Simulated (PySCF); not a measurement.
HSi, SMILES [SiH] (connectivity only; charge and spin as stated), charge +1, multiplicity 1. Geometry optimised at r2SCAN-D4/def2-TZVPD.

TDA-ωB97X/def2-TZVPD run with PySCF 2.14.0 puts the lowest singlet excitations at 3.39, 3.39, 10.03, 10.38, 10.38, 10.91 eV.

Task: What are the lowest excitation roots from ADC(3)/aug-cc-pVDZ (PySCF)? (Estimate from the structure and the level; the computed values follow.)

Result: 3.20, 3.20, 6.93, 9.24, 9.24, 9.91 eV. S1 differs by -0.19 eV (second minus first; roots are paired by order, and the bases may differ).
